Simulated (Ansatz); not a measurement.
Stepwise reaction of `[OH][In]([Br])[Br]` with hydrogen, as a gas-phase model of exchange steps in deposition or etching. ΔE in kJ/mol; ΔG adds harmonic PBE0-D4 terms to CCSD(T)/CBS, at 1 bar.

Isolated molecules relaxed with PBE0-D4/def2-TZVP in Ansatz; ΔE leaves out vibrations. CCSD(T)/CBS is the MP2 limit (def2-TZVPP, def2-QZVPP) plus CCSD(T) − MP2 in def2-TZVPP, frozen cores. This one scheme is used for every species. Functionals use def2-TZVPP. B3LYP here is the variant with VWN-RPA as its local correlation; programs differ in this. Elements past krypton have def2 core potentials. For Br, In outer-core shells are correlated without core-valence functions, which leaves a few kJ/mol of doubt a bond. Scalar relativity is left out up to krypton. Each species was taken in one conformer, which may not be the lowest.

```csv
step,reaction,PBE-D4,B3LYP-D4,ωB97M-V,CCSD(T)/CBS,ΔG(400 K)
1,`[OH][In]([Br])[Br]` + H₂ → `[OH][InH][Br]` + HBr,103.1,105.6,102.1,109.8,101.6
```

Problem. Give the row of step 2, `[OH][InH][Br]` + H₂ → `[OH][InH2]` + HBr. (An estimate is asked.)

Solution. Ansatz gave: 
| step | reaction | PBE-D4 | B3LYP-D4 | ωB97M-V | CCSD(T)/CBS | ΔG(400 K) |
| --- | --- | --- | --- | --- | --- | --- |
| 2 | `[OH][InH][Br]` + H₂ → `[OH][InH2]` + HBr | 112.8 | 115.3 | 113.7 | 121.7 | 114.3 |

Problem. By hand: ΔE of the 2 steps together at CCSD(T)/CBS.

Solution. (109.8) + (121.7) = 231.5 kJ/mol, or 115.8 kJ/mol a step.

In ΔE each step is higher than the one before. All are uphill at CCSD(T)/CBS. ΔG lies between 101.6 and 114.3 kJ/mol a step. PBE-D4 differs from CCSD(T)/CBS by -8.9 to -6.7 kJ/mol a step. Isolated molecules leave out the surface, adducts and barriers. Largest T1 diagnostic: 0.017.
